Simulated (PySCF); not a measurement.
## Calculated properties of [Si(OMe)6]2-, `CO[Si-2](OC)(OC)(OC)(OC)OC`

Compound: [Si(OMe)6]2-, C6H18O6Si (charge -2).
Cartesian coordinates in Å at the PBE0-D3(BJ)/def2-SVP level; atoms count from 1:
```xyz
31
C6H18O6Si angstrom
Si    -0.0036   -0.0052   -0.0018
O      0.2139    0.1526    1.7825
C      0.9744    1.1221    2.3514
H      2.0417    1.0942    2.0269
H      0.9772    1.0211    3.4693
H      0.6231    2.1568    2.1251
O     -0.2203   -0.1654   -1.7865
C     -0.9959   -1.1236   -2.3546
H     -0.6949   -2.1610   -2.0767
H     -0.9474   -1.0628   -3.4744
H     -2.0749   -1.0440   -2.0790
O      1.7874    0.0999   -0.2017
C      2.3782    0.8083   -1.1976
H      2.0247    0.5201   -2.2149
H      3.4905    0.6574   -1.1876
H      2.2079    1.9099   -1.1243
O     -1.7936   -0.1126    0.1953
C     -2.3868   -0.7962    1.2067
H     -2.1469   -1.8865    1.2050
H     -3.5042   -0.7147    1.1403
H     -2.0987   -0.4314    2.2207
O     -0.0988    1.7880   -0.1793
C     -1.0815    2.4111   -0.8777
H     -1.1045    2.1303   -1.9581
H     -0.9513    3.5254   -0.8402
H     -2.1068    2.1961   -0.4943
O      0.0932   -1.7990    0.1767
C      1.0788   -2.4210    0.8716
H      2.1029   -2.1953    0.4914
H      0.9564   -3.5360    0.8246
H      1.0982   -2.1496    1.9547
```

PBE0-D3(BJ)/def2-SVP geometry optimisation, gas phase (PySCF):

- Rotational constants A, B, C: 0.723, 0.722, 0.678 GHz

From KT2/pcSseg-1 ground state and GIAO shieldings, non-relativistic (PySCF):

* HOMO energy: 3.21 eV
* LUMO energy: 7.67 eV
* HOMO–LUMO gap: 4.46 eV
* 13C chemical shifts (computed TMS as zero) by class: 56.9 (C3/C8/C13/C18/C23/C28) ppm
* 1H chemical shifts (computed TMS as zero) by class: 3.79 (H4 and 17 like it) ppm
* Isotropic shieldings of nuclei other than C and H, by class: 291 (O2/O7/O12/O17/O22/O27), 534 (Si1) ppm

Monoisotopic mass to charge of the ion (most abundant isotopes, electron mass counted): 107.0442.

With B = h/(8π²I), that is 505.379 GHz u Å² over I, the principal moments of inertia are 699.4, 699.8 and 745.6 u Å² (most abundant isotopes). The rotational constants are those of a nearly oblate symmetric top.

Whether so highly charged an anion holds all its electrons in the gas phase wasn't checked; a finite basis holds them in any case. No counter-ion or solvent screens the charge of this multiply charged ion. NMR classes are plain means over equivalent atoms (diastereotopic ones count apart unless rotation or inversion swaps them), as if these changed places fast; in this geometry the members of some classes differ. The HOMO energy is positive, so at this level the finite basis confines the outermost electrons. No diffuse functions stand in pcSseg-1, which bears on an anion's orbital energies.

For the NMR shielding job (KT2/pcSseg-1), the run took 2.3 min of wall time on Arm Neoverse V2, one thread, on a shared host, and the process peaked at 1.5 GiB of memory.
